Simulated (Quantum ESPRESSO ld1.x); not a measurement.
Species: Al II. Configuration: [He] 2s2 2p5.5 3s2 4f0.5 (fractional occupations, a model configuration). Method: Dirac Kohn-Sham, PW91, spin-unpolarised, spherical densities, point nucleus; open shells are shared between the two j in proportion to 2j + 1; computed with ld1.x of Quantum ESPRESSO 7.5.

Spin-orbit splittings of the eigenvalues, e(l+1/2) - e(l-1/2), with zeta = 2 splitting/(2l+1) and mean radii in bohr:

2p: occ. 5.5; splitting (eV) 0.4640; zeta (eV) 0.3093; <r> j=l-1/2 0.5852; <r> j=l+1/2 0.5873
3p: occ. 0; splitting (eV) 0.03300; zeta (eV) 0.02200; <r> j=l-1/2 2.561; <r> j=l+1/2 2.566
3d: occ. 0; splitting (eV) 0.0006319; zeta (eV) 0.0002528; <r> j=l-1/2 3.954; <r> j=l+1/2 3.954
4f: occ. 0.5; splitting (eV) 0.00001039; zeta (eV) 2.970e-06; <r> j=l-1/2 10.32; <r> j=l+1/2 10.32
5f: occ. 0; splitting (eV) 7.347e-06; zeta (eV) 2.099e-06; <r> j=l-1/2 16.96; <r> j=l+1/2 16.96
